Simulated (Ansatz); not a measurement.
# Two structures, one formula

The two ends of one reaction step of Si₂H₇ClO, singlet (PBE0-D4/def2-TZVP).

A:

```json
{"atom": "Si1", "x (Å)": "-0.9525", "y (Å)": "1.5466", "z (Å)": "-0.6996"}
{"atom": "Si2", "x (Å)": "1.0156", "y (Å)": "-1.8007", "z (Å)": "0.3907"}
{"atom": "H3", "x (Å)": "-1.8998", "y (Å)": "2.4556", "z (Å)": "-1.3701"}
{"atom": "H4", "x (Å)": "-0.9862", "y (Å)": "0.1750", "z (Å)": "-1.2613"}
{"atom": "O5", "x (Å)": "-1.3375", "y (Å)": "1.5663", "z (Å)": "0.8856"}
{"atom": "H6", "x (Å)": "1.6432", "y (Å)": "-1.3092", "z (Å)": "-0.8585"}
{"atom": "Cl7", "x (Å)": "0.9554", "y (Å)": "2.2376", "z (Å)": "-1.0232"}
{"atom": "H8", "x (Å)": "0.6567", "y (Å)": "-0.6366", "z (Å)": "1.2464"}
{"atom": "H9", "x (Å)": "-0.2186", "y (Å)": "-2.5634", "z (Å)": "0.0796"}
{"atom": "H10", "x (Å)": "1.9648", "y (Å)": "-2.6600", "z (Å)": "1.1404"}
{"atom": "H11", "x (Å)": "-0.8412", "y (Å)": "0.9888", "z (Å)": "1.4699"}
```

B:

Si1  (-1.236, 0.511, 0.037)
Si2  (0.436, -1.098, 0.403)
H3  (-0.951, 1.289, -1.192)
H4  (-2.536, -0.203, -0.125)
O5  (-1.303, 1.616, 1.264)
H6  (2.384, 0.287, -1.393)
Cl7  (2.264, 0.668, -2.611)
H8  (0.235, -1.786, 1.708)
H9  (0.446, -2.119, -0.680)
H10  (1.787, -0.462, 0.448)
H11  (-1.524, 1.297, 2.140)
(Å)

Ansatz 0.2.0; basis: def2-TZVPP; cores frozen in the correlated methods. B3LYP uses VWN-RPA correlation.

Which structure is lower at CCSD(T), and by how much? (Judge from chemistry; the value comes from the calculation.)

Computed: A, by 28.31 kcal/mol (electronic energy, against the other). By their contacts, A is a complex of SiH₃ClO ([OH][SiH2][Cl]) + SiH₄ and B is a complex of Si₂H₆O ([OH][SiH2][SiH3]) + HCl.

All methods give the same order:

| method | E(B) − E(A) (kcal/mol) |
| --- | --- |
| SPW92 | 24.84 |
| PBE-D4 | 24.76 |
| BLYP-D4 | 27.28 |
| r2SCAN-D4 | 28.28 |
| B97M-V | 27.99 |
| PBE0-D4 | 26.32 |
| B3LYP-D4 | 28.37 |
| r2SCAN0-D4 | 28.97 |
| BHLYP-D4 | 30.32 |
| CAM-B3LYP-D4 | 29.25 |
| wB97X-V | 28.64 |
| wB97M-V | 30.17 |
| B2PLYP | 29.26 |
| PBE-QIDH | 28.63 |
| RPA on PBE | 27.85 |
| HF | 32.69 |
| MP2 | 30.62 |
| CCSD | 28.66 |
| CCSD(T) | 28.31 |

No T1 diagnostic of these runs exceeds 0.012.

Labels in which every atom is bracketed show which atoms are joined, not bond orders.

For scale, one of the runs: CCSD(T)/def2-TZVPP, 255 basis functions (an equivalent command: `ansatz run in.yaml --threads 4`). The run took 2.1 min on 4 CPU threads (shared host), with 5.2 GiB of host memory at its peak.
